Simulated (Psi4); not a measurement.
Psi4 input (wB97X-D/6-31G*):

```
memory 1500 MB

molecule {
-1 2
O    -0.72576827   -1.24571506   -0.07855872
S    -0.02068496    0.02563040    0.22553294
O    -0.67627828    1.22533825   -0.35483931
O     1.44341647   -0.03088397   -0.01766786
symmetry c1
no_reorient
no_com
}

set {
  basis 6-31G*
  reference uks
  scf_type pk
  dft_radial_points 99
  dft_spherical_points 590
  e_convergence 1e-8
  d_convergence 1e-7
  maxiter 150
}

e = energy('wb97x-d')
print_out(f'\nFINAL {e:.10f} DIPOLE {variable("CURRENT DIPOLE")[0]:.6f} {variable("CURRENT DIPOLE")[1]:.6f} {variable("CURRENT DIPOLE")[2]:.6f}\n')
```

**Question.** Predict the final energy.

**Answer.** -623.74305 Eh.
